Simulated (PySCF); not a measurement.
CH3Li, SMILES [Li][CH3]. The structure is a stationary point at B3LYP-D3(BJ)/def2-TZVPD. The isomer is the one that the SMILES or the coordinates give; other isomers of the formula were not compared.

Computed with B3LYP-D3(BJ)/def2-TZVPD in PySCF 2.14.0.

Harmonic wavenumbers (cm⁻¹): 439, 439, 633, 1088, 1445, 1445, 2964, 3024, 3024. Rotational constants (GHz): 162.5, 22.97, 22.97; symmetry number 3.

Problem. Work out the zero-point energy and the ideal-gas rigid-rotor harmonic-oscillator thermochemistry at 298.15 K and 1 atm.

Solution. ZPE = ½ Σ hcν = ½ × 14502 cm⁻¹ = 20.73 kcal/mol. H − E(el) = 23.56 kcal/mol. Entropy in cal/(mol K): translation 35.20, rotation 16.68, vibration 2.15, total 54.03. G − E(el) = 7.45 kcal/mol. Cp = 12.15 cal/(mol K).
